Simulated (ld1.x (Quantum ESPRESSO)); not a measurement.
# Sn: excitation energies, all-electron against TM

- Element: Sn (Z = 50)
- Generator: ld1.x (Quantum ESPRESSO) 7.5
- Type: norm-conserving Troullier–Martins (Kleinman–Bylander form)
- Functional: PW91
- Relativity: scalar-relativistic
- Frozen core: [Kr] 4d10
- Valence charge: 4
- Reference configuration: 5s1.5 5p2.5
- Partial waves: 5s (bound): rc 1.65 bohr; 5d channel at 0.1 Ry: rc 2.10 bohr; 5p (bound): rc 2.40 bohr
- Local potential: the p channel
- Core correction: a·sin(br)/r model core, default radius (core density twice the valence density)

Energies are relative to the spin-unpolarised reference configuration 5s1.5 5p2.5; without spin polarisation the order of configurations can differ from experiment.

```json
{"valence configuration": "5s2 5p2", "charge": "0", "ΔE all-electron (eV)": "-3.473", "error AE − PS (meV)": "-3.5"}
{"valence configuration": "5s2 5p1", "charge": "+1", "ΔE all-electron (eV)": "3.460", "error AE − PS (meV)": "-5.4"}
{"valence configuration": "5s2 5p0", "charge": "+2", "ΔE all-electron (eV)": "17.490", "error AE − PS (meV)": "-41"}
{"valence configuration": "5s1 5p0", "charge": "+3", "ΔE all-electron (eV)": "48.564", "error AE − PS (meV)": "-258"}
{"valence configuration": "5s1 5p2", "charge": "+1", "ΔE all-electron (eV)": "11.137", "error AE − PS (meV)": "-18"}
{"valence configuration": "5s1 5p3", "charge": "0", "ΔE all-electron (eV)": "3.533", "error AE − PS (meV)": "-4.4"}
{"valence configuration": "5s0 5p4", "charge": "0", "ΔE all-electron (eV)": "10.770", "error AE − PS (meV)": "-39"}
```

Levels in the configuration 5s1 5p3:

```csv
level,all-electron (eV),pseudo (eV)
5s,-11.490,-11.509
5p,-4.364,-4.367
```

Note: ghost state, extra bound levels that the all-electron valence spectrum of the same l lacks: d at -36.9 eV. A true bound ghost makes a file unfit for plane-wave use.
